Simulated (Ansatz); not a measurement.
Total energies of Sn₂₇H₃₄, a nanocrystal cut from hexagonal tin from Ansatz at B3LYP-D4/def2-SVP, gas phase (1 Eh = 27.2114 eV = 2625.5 kJ/mol). The reference geometry is relaxed at r2SCAN-D4/def2-SVP.

Cartesian coordinates in Å:
```
Sn -2.996 4.468 -0.772
Sn -0.302 4.332 -1.518
Sn 1.440 5.050 0.568
Sn -1.341 1.031 -4.580
Sn 0.291 1.722 -2.390
Sn 3.007 1.569 -3.111
Sn 3.000 2.838 1.305
Sn 4.605 2.407 -0.956
Sn 3.594 -1.038 -3.944
Sn -3.495 2.683 1.326
Sn -2.000 3.273 3.631
Sn -4.518 -0.606 -1.754
Sn -2.919 -1.201 -3.975
Sn -2.923 0.063 0.470
Sn -0.201 -0.084 -0.274
Sn -0.206 1.182 4.161
Sn 1.430 0.589 1.945
Sn -1.242 -3.350 -3.330
Sn 0.394 -2.710 -1.128
Sn 3.110 -2.839 -1.856
Sn 3.107 -1.588 2.566
Sn 4.717 -2.341 0.395
Sn -3.389 -1.734 2.585
Sn -1.897 -0.953 4.835
Sn -2.784 -4.333 1.738
Sn -0.090 -4.492 0.997
Sn 1.656 -3.924 3.125
H -3.428 6.074 -0.325
H -3.972 4.028 -2.123
H -0.029 5.409 -2.843
H 2.498 6.289 0.005
H 0.563 5.704 1.895
H -2.341 2.372 -4.993
H -0.348 0.703 -5.950
H 3.267 2.654 -4.431
H 3.990 3.240 2.664
H 5.357 3.901 -1.372
H 5.866 1.276 -0.656
H 2.576 -1.441 -5.275
H 5.226 -1.154 -4.484
H -5.173 2.752 1.736
H -1.205 4.790 3.471
H -3.078 3.407 4.969
H -5.571 0.709 -2.116
H -5.513 -1.956 -1.358
H -3.912 -1.610 -5.328
H 0.796 1.591 5.509
H -0.252 -3.758 -4.679
H -2.183 -4.745 -2.956
H 3.436 -4.444 -2.409
H 4.098 -1.170 3.919
H 5.920 -1.165 0.036
H 5.544 -3.793 0.818
H -5.067 -1.650 2.993
H -2.983 -0.412 6.060
H -1.033 -2.290 5.487
H -3.762 -4.716 0.372
H -3.147 -5.478 2.973
H 0.246 -6.092 0.435
H 0.794 -3.818 4.609
H 2.776 -5.225 3.286
```

```json
{"state": "charge 0 singlet", "geometry": "reference", "energy (Eh)": "-5809.28553"}
{"state": "charge 1 doublet", "geometry": "reference", "energy (Eh)": "-5809.02099"}
{"state": "charge -1 doublet", "geometry": "reference", "energy (Eh)": "-5809.34833"}
{"state": "free Sn atom (triplet)", "geometry": "–", "energy (Eh)": "-214.32235"}
{"state": "free H atom (doublet)", "geometry": "–", "energy (Eh)": "-0.50126"}
```

In the def2 sets Sn takes a core potential; there is no spin–orbit coupling. B3LYP takes the VWN-RPA correlation. Single mean-field runs in def2-SVP are fitted with def2-universal-jkfit.

(1) Work out the vertical ionisation energy to the doublet.

(2) Work out the vertical electron affinity, to the doublet.

(3) Give the fundamental gap IE − EA, the Mulliken electronegativity (IE + EA)/2 and the hardness (IE − EA)/2.

(4) What is the binding energy per atom against free atoms?

(1) E(charge 1 doublet) − E(charge 0 singlet) = -5809.02099 − (-5809.28553) = 0.26454 Eh = 7.20 eV. For comparison, −ε of the highest occupied level is 6.22 eV at this level, 0.98 eV less.

(2) E(charge 0 singlet) − E(charge -1 doublet) = -5809.28553 − (-5809.34833) = 0.06280 Eh = 1.71 eV. The basis lacks diffuse functions, which makes affinities too small.

(3) From the values in Eh: IE − EA = 0.26454 − 0.06280 = 0.20174 Eh = 5.49 eV; (IE + EA)/2 = 4.45 eV; (IE − EA)/2 = 2.74 eV. The HOMO–LUMO gap of the same run is 3.77 eV, 1.72 eV smaller than the fundamental gap.

(4) Atoms: 27 × (-214.32235) + 34 × (-0.50126) = -5803.74629 Eh. Binding: -5803.74629 − (-5809.28553) = 5.53924 Eh = 150.73 eV, or 2.47 eV for each of 61 atoms (no zero-point energy, no counterpoise term).
